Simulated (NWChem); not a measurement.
An input for C2H6CuN (SMILES C[N](C)[Cu])

C2H6CuN has 10 atoms, charge 0, and is taken as a singlet. SMILES: `C[N](C)[Cu]`. Geometry: relaxed at PBE0-D4/def2-TZVP.

| atom | x (Å) | y (Å) | z (Å) |
| --- | --- | --- | --- |
| C | -0.2030 | 1.0193 | -0.5870 |
| N | -0.3574 | -0.4003 | -0.3915 |
| C | 0.5750 | -0.8766 | 0.5990 |
| Cu | -2.0842 | -1.0088 | -0.2315 |
| H | -0.8884 | 1.3868 | -1.3547 |
| H | -0.3514 | 1.6307 | 0.3212 |
| H | 0.8227 | 1.2295 | -0.9361 |
| H | 0.4837 | -1.9568 | 0.7369 |
| H | 0.4814 | -0.3988 | 1.5907 |
| H | 1.6047 | -0.6763 | 0.2560 |

Settings wanted:

```json
{
 "task": "gradient",
 "method": "DFT",
 "functional": "B3LYP",
 "dispersion": "none",
 "basis set": "6-31G*",
 "integral approximation": "none",
 "reference": "RKS",
 "integration grid": "fine",
 "SCF convergence threshold": "1e-08",
 "iteration cap": "100",
 "module": "dft",
 "d and f functions": "Cartesian"
}
```

Task: Give an NWChem 7.3.0 job that does this.

Result: This one ran through:

run.py:
```python
from ase import Atoms
from ase.calculators.nwchem import NWChem

system = Atoms(['C', 'N', 'C', 'Cu', 'H', 'H', 'H', 'H', 'H', 'H'], positions=[
    [-0.203000, 1.019300, -0.587000],
    [-0.357400, -0.400300, -0.391500],
    [0.575000, -0.876600, 0.599000],
    [-2.084200, -1.008800, -0.231500],
    [-0.888400, 1.386800, -1.354700],
    [-0.351400, 1.630700, 0.321200],
    [0.822700, 1.229500, -0.936100],
    [0.483700, -1.956800, 0.736900],
    [0.481400, -0.398800, 1.590700],
    [1.604700, -0.676300, 0.256000],
])

calc = NWChem(
    label='run',
    theory='dft',
    memory='2200 mb',
    basis='6-31G*',
    dft={'xc': 'b3lyp', 'mult': '1', 'grid': 'fine', 'convergence': 'energy 1e-08', 'iterations': '100', 'mulliken': None},
)
system.calc = calc

forces = system.get_forces()
print(f"energy = {system.get_potential_energy():.6f} eV")
print("forces (eV/A):")
for s, f in zip(system.symbols, forces):
    print(f"{s:2s} {f[0]:10.5f} {f[1]:10.5f} {f[2]:10.5f}")
print("dipole (e A):", system.get_dipole_moment().round(4))
```

```bash
$ export ASE_NWCHEM_COMMAND="nwchem PREFIX.nwi > PREFIX.nwo"
$ python run.py
```

Calculated total energy: -1774.78369 Eh, largest force 1.953 eV/Å. The shape isn't stationary at this level (largest force 2.0 eV/Å).
